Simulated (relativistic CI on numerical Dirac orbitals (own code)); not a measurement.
## Hg³⁺ (5d9) in a crystal field

Calculated by Dirac-Coulomb-Breit CI, separate exchange-only KLI orbitals for each configuration, a model potential for QED, valence Slater integrals scaled by 0.75, one configuration in a parametric crystal field (own radial code).

Field parameters in Wybourne normalisation: Oh B⁴₀ = 21Dq, B⁴₄ = √(5/14) B⁴₀. The field is a parameter set, without covalency.

S is read from ⟨S²⟩ = S(S + 1).

Levels (cm⁻¹, degeneracy): 0 (4), 19751 (2), 30530 (4).

(1) Which field gives this pattern?
A. Oh, 10Dq = 12600 cm⁻¹
B. Oh, 10Dq = 18250 cm⁻¹
C. Oh, 10Dq = 35050 cm⁻¹
D. Oh, 10Dq = 23850 cm⁻¹

## Answers

(1) D. Oh, 10Dq = 23850 cm⁻¹, ground level with S = 0.50.
